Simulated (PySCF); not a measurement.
Se(SH)(GeH3) (GeH4SSe), SMILES S[Se][GeH3]. Atoms are numbered in the order given.

```xyz
7

Se    -0.4982     0.1575     0.9011
S     -1.7639     0.9334    -0.7855
H     -1.2331     2.1926    -0.8287
Ge     1.2934    -0.6284    -0.4696
H      2.3317    -1.2741     0.4888
H      0.7503    -1.6706    -1.4780
H      1.9226     0.5722    -1.2224
```
Charge 0, spin multiplicity 1.

Geometry optimised at PBE-D3(BJ)/def2-SVP. This is a generated structure with no PubChem entry under its InChIKey; it may be hypothetical. The values are those of a single conformer.

Computed with TDA-PBE/def2-SVPD (PySCF).

Vertical excitations. Isolated molecule, no solvent.

```csv
state,energy (eV),λ (nm),f,main pairs
S1,3.54,350,0.002,HOMO→LUMO 99 %
S2,3.73,332,0.005,HOMO−1→LUMO 99 %
S3,4.60,270,0.010,HOMO→LUMO+1 98 %
S4,4.83,257,0.043,HOMO−1→LUMO+1 94 %
S5,5.13,241,0.005,HOMO→LUMO+2 97 %
S6,5.37,231,0.018,HOMO−1→LUMO+2 97 %
S7,5.75,215,0.006,"HOMO→LUMO+3 57 %, HOMO−2→LUMO 39 %"
S8,5.84,212,0.032,"HOMO−2→LUMO 43 %, HOMO→LUMO+3 41 %"
S9,6.03,205,0.004,"HOMO−1→LUMO+3 38 %, HOMO−3→LUMO 36 %, HOMO−4→LUMO 21 %"
S10,6.05,205,0.004,"HOMO−1→LUMO+3 58 %, HOMO−4→LUMO 23 %, HOMO−3→LUMO 13 %"
T1,2.93,423,0,HOMO→LUMO 100 %
T2,3.12,397,0,HOMO−1→LUMO 100 %
T3,4.19,296,0,HOMO→LUMO+1 100 %
T4,4.44,279,0,HOMO−1→LUMO+1 99 %
```
Triplets are in the Tamm–Dancoff approximation.
